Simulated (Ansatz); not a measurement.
Geometry optimisation of the cluster Hg₂O₃⁻.

```yaml
crystal:
  periodic: [false, false, false]
  atoms:
    - {symbol: Hg, position_ang: [-0.964110, -2.141390, -0.531340]}
    - {symbol: Hg, position_ang: [-0.046210, 0.317560, -0.164630]}
    - {symbol: O, position_ang: [-1.252140, 0.099850, -1.622000]}
    - {symbol: O, position_ang: [0.595320, 1.005840, 1.576570]}
    - {symbol: O, position_ang: [1.667140, 0.718150, 0.741400]}
basis:
  gaussian: {orbitals: def2-SVPD}
total_charge: -1
magnetization: {spin_polarized: true, initial_magnetization: 1}
hamiltonian: {xc: pbe0, dispersion: d4}
scf: {lower_state_search: "off"}
output: {orbitals: {seedname: orbitals}}
relax: {f_tol: 0.02, max_steps: 100}
```

```sh
$ ansatz run in.yaml --threads 4 --pin off --events-out ev --progress --plain --max-ram 4787MiB
```

Output, abridged:

```
Functional definition: PBE0
mean field -14478.35062881 eV, -532.0695718302 hartree, gradient 5.2e-6 eV, S^2 0.771708; 0 other end points of the search recorded, 0 dependent functions left out
relax step   1: F+E_penalty+E_count = -14478.49291052 eV  Δ(F+E_penalty+E_count) = +0.000e0 eV  max|allowed force component| = 3.541e0 eV/Å  Δτ_max = 0.0000 Å  (28 SCF iters, accepted)
mean field -14479.27244767 eV, -532.1034480485 hartree, gradient 7.6e-6 eV, S^2 0.769488; 0 other end points of the search recorded, 0 dependent functions left out
relax step   2: F+E_penalty+E_count = -14479.40886675 eV  Δ(F+E_penalty+E_count) = -9.160e-1 eV  max|allowed force component| = 1.883e0 eV/Å  Δτ_max = 0.1949 Å  (42 SCF iters, accepted)
mean field -14479.57894384 eV, -532.1147115751 hartree, gradient 5.0e-6 eV, S^2 0.758350; 0 other end points of the search recorded, 0 dependent functions left out
relax step   3: F+E_penalty+E_count = -14479.71148879 eV  Δ(F+E_penalty+E_count) = -3.026e-1 eV  max|allowed force component| = 1.820e0 eV/Å  Δτ_max = 0.1174 Å  (97 SCF iters, accepted)
mean field -14479.67297946 eV, -532.1181673203 hartree, gradient 2.8e-6 eV, S^2 0.757016; 0 other end points of the search recorded, 0 dependent functions left out
relax step   4: F+E_penalty+E_count = -14479.80086329 eV  Δ(F+E_penalty+E_count) = -8.937e-2 eV  max|allowed force component| = 2.562e0 eV/Å  Δτ_max = 0.1927 Å  (44 SCF iters, accepted)
mean field -14479.85385941 eV, -532.1248145360 hartree, gradient 2.9e-6 eV, S^2 0.757276; 0 other end points of the search recorded, 0 dependent functions left out
relax step   5: F+E_penalty+E_count = -14479.98040684 eV  Δ(F+E_penalty+E_count) = -1.795e-1 eV  max|allowed force component| = 2.755e-1 eV/Å  Δτ_max = 0.1932 Å  (39 SCF iters, accepted)
mean field -14479.92580351 eV, -532.1274584327 hartree, gradient 7.5e-6 eV, S^2 0.757365; 0 other end points of the search recorded, 0 dependent functions left out
relax step   6: F+E_penalty+E_count = -14480.05015821 eV  Δ(F+E_penalty+E_count) = -6.975e-2 eV  max|allowed force component| = 4.150e-1 eV/Å  Δτ_max = 0.2000 Å  (37 SCF iters, accepted)
mean field -14480.07015086 eV, -532.1327630999 hartree, gradient 4.0e-6 eV, S^2 0.757561; 0 other end points of the search recorded, 0 dependent functions left out
relax step   7: F+E_penalty+E_count = -14480.19731383 eV  Δ(F+E_penalty+E_count) = -1.472e-1 eV  max|allowed force component| = 1.083e0 eV/Å  Δτ_max = 0.1935 Å  (36 SCF iters, accepted)
mean field -14480.47196564 eV, -532.1475295209 hartree, gradient 1.6e-6 eV, S^2 0.757084; 0 other end points of the search recorded, 0 dependent functions left out
relax step   8: F+E_penalty+E_count = -14480.59794180 eV  Δ(F+E_penalty+E_count) = -4.006e-1 eV  max|allowed force component| = 1.349e0 eV/Å  Δτ_max = 0.1999 Å  (39 SCF iters, accepted)
mean field -14480.35727126 eV, -532.1433145802 hartree, gradient 2.8e-6 eV, S^2 0.756762; 0 other end points of the search recorded, 0 dependent functions left out
relax step   9: F+E_penalty+E_count = -14480.48328686 eV  Δ(F+E_penalty+E_count) = +1.147e-1 eV  max|allowed force component| = 1.965e0 eV/Å  Δτ_max = 0.1988 Å  (40 SCF iters, rejected (line search))
mean field -14480.57642831 eV, -532.1513684532 hartree, gradient 1.4e-6 eV, S^2 0.757055; 0 other end points of the search recorded, 0 dependent functions left out
relax step  10: F+E_penalty+E_count = -14480.70159152 eV  Δ(F+E_penalty+E_count) = -1.036e-1 eV  max|allowed force component| = 6.262e-1 eV/Å  Δτ_max = 0.0967 Å  (38 SCF iters, accepted)
mean field -14480.61431393 eV, -532.1527607239 hartree, gradient 2.1e-6 eV, S^2 0.756992; 0 other end points of the search recorded, 0 dependent functions left out
relax step  11: F+E_penalty+E_count = -14480.73839303 eV  Δ(F+E_penalty+E_count) = -3.680e-2 eV  max|allowed force component| = 2.324e-1 eV/Å  Δτ_max = 0.0974 Å  (36 SCF iters, accepted)
mean field -14480.63336231 eV, -532.1534607392 hartree, gradient 1.9e-6 eV, S^2 0.757041; 0 other end points of the search recorded, 0 dependent functions left out
relax step  12: F+E_penalty+E_count = -14480.75567969 eV  Δ(F+E_penalty+E_count) = -1.729e-2 eV  max|allowed force component| = 1.515e-1 eV/Å  Δτ_max = 0.1337 Å  (37 SCF iters, accepted)
mean field -14480.63685200 eV, -532.1535889830 hartree, gradient 1.6e-6 eV, S^2 0.756922; 0 other end points of the search recorded, 0 dependent functions left out
relax step  13: F+E_penalty+E_count = -14480.75857065 eV  Δ(F+E_penalty+E_count) = -2.891e-3 eV  max|allowed force component| = 2.342e-1 eV/Å  Δτ_max = 0.0881 Å  (39 SCF iters, accepted)
mean field -14480.64428378 eV, -532.1538620958 hartree, gradient 2.0e-6 eV, S^2 0.757029; 0 other end points of the search recorded, 0 dependent functions left out
relax step  14: F+E_penalty+E_count = -14480.76436331 eV  Δ(F+E_penalty+E_count) = -5.793e-3 eV  max|allowed force component| = 9.295e-2 eV/Å  Δτ_max = 0.1245 Å  (39 SCF iters, accepted)
mean field -14480.64763578 eV, -532.1539852793 hartree, gradient 2.4e-6 eV, S^2 0.757136; 0 other end points of the search recorded, 0 dependent functions left out
relax step  15: F+E_penalty+E_count = -14480.76611291 eV  Δ(F+E_penalty+E_count) = -1.750e-3 eV  max|allowed force component| = 3.839e-2 eV/Å  Δτ_max = 0.1438 Å  (39 SCF iters, accepted)
mean field -14480.64799570 eV, -532.1539985064 hartree, gradient 2.2e-6 eV, S^2 0.757136; 0 other end points of the search recorded, 0 dependent functions left out
relax step  16: F+E_penalty+E_count = -14480.76657474 eV  Δ(F+E_penalty+E_count) = -4.618e-4 eV  max|allowed force component| = 1.637e-2 eV/Å  Δτ_max = 0.0109 Å  (42 SCF iters, accepted)
mean field -14480.64815904 eV, -532.1540045089 hartree, gradient 3.0e-6 eV, S^2 0.757130; 0 other end points of the search recorded, 0 dependent functions left out
relax step  17: F+E_penalty+E_count = -14480.76674676 eV  Δ(F+E_penalty+E_count) = -1.720e-4 eV  max|allowed force component| = 1.815e-2 eV/Å  Δτ_max = 0.0233 Å  (38 SCF iters, accepted)
mean field -14480.64843562 eV, -532.1540146729 hartree, gradient 2.1e-6 eV, S^2 0.757130; 0 other end points of the search recorded, 0 dependent functions left out
relax step  18: F+E_penalty+E_count = -14480.76682022 eV  Δ(F+E_penalty+E_count) = -7.345e-5 eV  max|allowed force component| = 2.544e-2 eV/Å  Δτ_max = 0.0249 Å  (42 SCF iters, accepted)
mean field -14480.64857819 eV, -532.1540199124 hartree, gradient 2.2e-6 eV, S^2 0.757128; 0 other end points of the search recorded, 0 dependent functions left out
relax step  19: F+E_penalty+E_count = -14480.76688564 eV  Δ(F+E_penalty+E_count) = -6.543e-5 eV  max|allowed force component| = 3.534e-2 eV/Å  Δτ_max = 0.0198 Å  (42 SCF iters, accepted)
mean field -14480.64861687 eV, -532.1540213340 hartree, gradient 2.1e-6 eV, S^2 0.757123; 0 other end points of the search recorded, 0 dependent functions left out
relax step  20: F+E_penalty+E_count = -14480.76692572 eV  Δ(F+E_penalty+E_count) = -4.008e-5 eV  max|allowed force component| = 8.143e-2 eV/Å  Δτ_max = 0.0298 Å  (38 SCF iters, accepted)
mean field -14480.64864889 eV, -532.1540225106 hartree, gradient 2.8e-6 eV, S^2 0.757121; 0 other end points of the search recorded, 0 dependent functions left out
relax step  21: F+E_penalty+E_count = -14480.76701261 eV  Δ(F+E_penalty+E_count) = -8.688e-5 eV  max|allowed force component| = 4.913e-2 eV/Å  Δτ_max = 0.0062 Å  (40 SCF iters, accepted)
mean field -14480.64866803 eV, -532.1540232139 hartree, gradient 2.5e-6 eV, S^2 0.757124; 0 other end points of the search recorded, 0 dependent functions left out
relax step  22: F+E_penalty+E_count = -14480.76710984 eV  Δ(F+E_penalty+E_count) = -9.723e-5 eV  max|allowed force component| = 1.510e-2 eV/Å  Δτ_max = 0.0174 Å  (41 SCF iters, accepted)
mean field -14480.64852346 eV, -532.1540179012 hartree, gradient 1.3e-6 eV, S^2 0.757123; 0 other end points of the search recorded, 0 dependent functions left out
relax step  23: F+E_penalty+E_count = -14480.76706937 eV  Δ(F+E_penalty+E_count) = +4.047e-5 eV  max|allowed force component| = 9.428e-2 eV/Å  Δτ_max = 0.0468 Å  (38 SCF iters, rejected (line search))
mean field -14480.64867537 eV, -532.1540234837 hartree, gradient 1.6e-6 eV, S^2 0.757121; 0 other end points of the search recorded, 0 dependent functions left out
relax step  24: F+E_penalty+E_count = -14480.76717869 eV  Δ(F+E_penalty+E_count) = -6.885e-5 eV  max|allowed force component| = 2.071e-2 eV/Å  Δτ_max = 0.0228 Å  (41 SCF iters, accepted)
mean field -14480.64805694 eV, -532.1540007568 hartree, gradient 1.3e-6 eV, S^2 0.757116; 0 other end points of the search recorded, 0 dependent functions left out
relax step  25: F+E_penalty+E_count = -14480.76670622 eV  Δ(F+E_penalty+E_count) = +4.725e-4 eV  max|allowed force component| = 1.846e-1 eV/Å  Δτ_max = 0.0560 Å  (38 SCF iters, rejected (line search))
mean field -14480.64854244 eV, -532.1540185984 hartree, gradient 2.2e-6 eV, S^2 0.757108; 0 other end points of the search recorded, 0 dependent functions left out
relax step  26: F+E_penalty+E_count = -14480.76710067 eV  Δ(F+E_penalty+E_count) = +7.802e-5 eV  max|allowed force component| = 4.777e-2 eV/Å  Δτ_max = 0.0041 Å  (39 SCF iters, rejected (line search))
mean field -14480.64868547 eV, -532.1540238550 hartree, gradient 1.9e-6 eV, S^2 0.757120; 0 other end points of the search recorded, 0 dependent functions left out
relax step  27: F+E_penalty+E_count = -14480.76719261 eV  Δ(F+E_penalty+E_count) = -1.392e-5 eV  max|allowed force component| = 1.441e-3 eV/Å  Δτ_max = 0.0020 Å  (24 SCF iters, accepted)
Total energy: -14480.76722343 eV, -532.1583800446 hartree
Atom 0 at    -1.938838    -2.840208    -1.698083 Å, force     0.000552     0.000580    -0.000516 eV/Å
Atom 1 at     0.161013     0.314624    -0.148697 Å, force    -0.001441    -0.000743    -0.000148 eV/Å
Atom 2 at    -1.197396    -0.546183    -1.178524 Å, force     0.000312    -0.000182     0.000599 eV/Å
Atom 3 at     1.279856     1.813946     2.061011 Å, force     0.001143     0.000936    -0.000848 eV/Å
Atom 4 at     1.695364     1.257830     0.964294 Å, force    -0.000566    -0.000591     0.000913 eV/Å
Dipole moment:    -0.089127    -0.480703    -0.352454 e Å
Checks for a lower state left out: stability, starts, cluster_reference, orbital_swaps, neighbouring_geometries, increment
```

Hardware: 4 threads of Arm Neoverse V1 on a shared host. Wall time 1.7 min.

In the def2 sets Hg takes a core potential; there is no spin–orbit coupling. The structure holds 1 bond(s) between oxygen atoms. The relaxation made no stability test and no search for a lower SCF solution. Another isomer (doublet) lies 0.02 eV lower at PBE-D4/def2-TZVPD; other spin states weren't run for this one.
